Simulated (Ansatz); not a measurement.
Z-matrix (Å, degrees):
```
Ti
C 1 2.368
C 1 2.356 2 57.7
C 1 2.394 2 144.7 3 131.4
C 1 2.345 2 133.1 3 39.2
C 1 2.415 2 166.8 3 56.8
C 1 2.358 2 109.9 3 70.5
O 1 1.860 2 109.8 3 -109.2
C 1 2.359 2 34.7 3 37.5
C 1 2.399 2 34.5 3 -78.5
C 1 2.376 2 57.2 3 -41.3
C 1 2.371 2 114.9 3 107.6
H 1 1.676 2 68.1 3 161.2
H 1 2.477 2 126.7 3 -120.7
H 2 1.078 1 121.6 3 -159.4
H 3 1.079 1 119.9 2 159.7
H 4 1.081 1 119.0 2 80.8
H 5 1.080 1 120.8 2 -64.1
C 6 1.489 1 123.4 2 -143.7
H 7 1.078 1 119.4 2 -17.2
H 9 1.079 1 119.6 2 121.9
C 10 1.487 1 121.3 2 -122.1
H 11 1.080 1 117.9 2 -159.0
H 12 1.078 1 120.3 2 33.3
H 19 1.094 6 110.3 1 168.2
H 19 1.091 6 111.7 1 48.3
H 19 1.092 6 111.6 1 -73.0
H 22 1.091 10 110.4 1 -45.6
H 22 1.094 10 110.7 1 -165.9
H 22 1.091 10 110.9 1 74.2
```

The species carries charge 0 and has multiplicity 1.

List the r2SCAN/def2-TZVPP orbital energies in eV (Ansatz 0.2.0). (An estimate is asked.)

The calculation gave: Occupied: -4855.49, -537.11, -514.81, -447.29, -447.22, -447.20, -273.58, -273.31, -273.22, -273.22, -273.21, -273.19, -273.19, -273.15, -273.10, -273.05, -273.02, -272.58, -62.30, -38.46, -38.39, -38.14, -24.51, -23.29, -23.02, -19.89, -19.48, -18.52, -18.38, -17.38, -16.99, -14.22, -14.04, -13.80, -13.62, -13.01, -12.70, -11.53, -11.15, -10.80, -10.45, -10.27, -10.00, -9.92, -9.84, -9.81, -9.68, -9.48, -9.19, -9.07, -8.97, -8.58, -7.60, -7.32, -6.80, -6.37, -6.21, -5.72, -5.50. Lowest empty: -1.87, -0.93, -0.69, -0.46, -0.37, 0.51, 0.82, 1.01.
